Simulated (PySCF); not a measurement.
## Computed structure and properties of CeCl4

System: CeCl4 (singlet); start: template (Td). Method: PySCF 2.14.0, RKS PBE0, Ce lcecp-2-SVP with ECP46, Cl def2-SVP; non-relativistic Hamiltonian with scalar-relativistic core potentials where named; density fitting; no spin-orbit coupling.

Input of the relaxation:

```python
mol = gto.M(atom='''
Ce     0.00000    -0.00000     0.00000
Cl     1.48600     1.48600     1.48600
Cl    -1.48600    -1.48600     1.48600
Cl     1.48600    -1.48600    -1.48600
Cl    -1.48600     1.48600    -1.48600''',
    basis={'Ce': 'lcecp-2-SVP', 'Cl': 'def2-SVP'},
    ecp={'Ce': 'lcecp-2-SVP'},
    charge=0, spin=0)
mf = dft.RKS(mol, xc='PBE0')
mf.grids.atom_grid = (50, 194)  # f atoms: unpruned, at least (60, 302)
mf = mf.density_fit()  # fitting sets: Ce AutoAux, Cl def2-universal-JKFIT
mf.conv_tol = 1e-08; mf.max_cycle = 55
mf.kernel(dm0)  # dm0: converged density of the start geometry
# quasi-Newton relaxation in Cartesian coordinates to a largest gradient under 0.00045 Eh/bohr, steps kept in the point group
```

Run from Python with OMP_NUM_THREADS=2; the lines above give its settings. Where DIIS fails, smearing, a level shift and second-order steps follow.
It took 16 s on 2 threads of Arm Neoverse V2, on a shared host, from the converged density of the start.

Course of the relaxation:

```json
{"step": "0", "energy above end (eV)": "0.2674", "largest force component within the symmetry (eV/Å)": "0.777"}
{"step": "1", "energy above end (eV)": "0.0407", "largest force component within the symmetry (eV/Å)": "0.326"}
{"step": "2", "energy above end (eV)": "0.0012", "largest force component within the symmetry (eV/Å)": "0.056"}
{"step": "3", "energy above end (eV)": "0.0000", "largest force component within the symmetry (eV/Å)": "0.004"}
```

Relaxed geometry (Td):

```xyz
5

Ce    0.0000    0.0000    0.0000
Cl    1.4320    1.4320    1.4320
Cl   -1.4320   -1.4320    1.4320
Cl    1.4320   -1.4320   -1.4320
Cl   -1.4320    1.4320   -1.4320
```

```tsv
contact	Å
Ce1–Cl2 (Cl)	2.480
Ce1–Cl3 (Cl)	2.480
Ce1–Cl4 (Cl)	2.480
Ce1–Cl5 (Cl)	2.480
```

On the finer grid (75, 302):

```json
{"HOMO": "not given (4f levels lie in the core)", "LUMO": "not given (4f levels lie in the core)", "Dipole about the centre of mass": "0.00 D", "Set of Mulliken populations of Ce1 outside the core potential": "s 2.23, p 6.26, d 2.16, f 0.12", "D3(BJ) dispersion energy (not in the energies)": "-0.193 eV"}
```

```json
{"atom": "Ce1", "Mulliken (e)": "1.23", "Löwdin (e)": "0.09", "spin (e)": "0.00"}
{"atom": "Cl2", "Mulliken (e)": "-0.31", "Löwdin (e)": "-0.02", "spin (e)": "0.00"}
{"atom": "Cl3", "Mulliken (e)": "-0.31", "Löwdin (e)": "-0.02", "spin (e)": "0.00"}
{"atom": "Cl4", "Mulliken (e)": "-0.31", "Löwdin (e)": "-0.02", "spin (e)": "0.00"}
{"atom": "Cl5", "Mulliken (e)": "-0.31", "Löwdin (e)": "-0.02", "spin (e)": "0.00"}
```

The large-core potential holds the 4f shell empty.

On the grid (50, 194), as all that follows. Harmonic modes: a minimum; lowest 81 cm⁻¹ (negative: unstable), highest 383 cm⁻¹, zero-point energy 0.119 eV.

Taking off one Cl (charge -1, singlet; the rest: singlet) in vacuum, both parts rigid, costs 10.04 eV; the small basis without counterpoise inflates it. Most of it is the attraction of opposite charges; other ways to part are cheaper, and one spin state was tried for the rest.

Rigid scan of Cl along the line from its metal:

| distance to Cl2 (Å) | energy (eV) |
| --- | --- |
| 2.18 | 0.964 |
| 2.28 | 0.373 |
| 2.38 | 0.081 |
| 2.48 | 0.000 |
| 2.58 | 0.065 |
| 2.68 | 0.228 |
| 2.88 | 0.723 |
| 3.18 | 1.605 |
| 3.58 | 2.700 |
| 4.08 | 3.769 |

One start shape was tried, so this needn't be the lowest isomer.
